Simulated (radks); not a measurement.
Values are calculated unless marked as measured or tabulated.
W71+, 3 electrons, occupied as [He] 2s1. Code: a radial shooting solver on a logarithmic mesh with Libxc functionals. Model: non-relativistic Kohn-Sham, LDA (Slater exchange, Perdew-Wang correlation), spin-unpolarised, spherical densities, point nucleus; relativity is left out, which matters for an element this heavy; without spin polarisation the odd electron is poorly described.

Unscreened Slater integrals over Kohn-Sham orbitals (eV). Empty in this configuration: 2p.

| integral | value |
|---|---|
| F0(2s,2s) | 297.62 |
| F0(2s,1s) | 415.48 |
| G0(2s,1s) | 43.003 |
| F0(2s,2p) | 320.15 |
| G1(2s,2p) | 175.07 |
| F0(1s,1s) | 1250.9 |
| F0(1s,2p) | 478.62 |
| G1(1s,2p) | 98.538 |
| F0(2p,2p) | 357.37 |
| F2(2p,2p) | 172.69 |
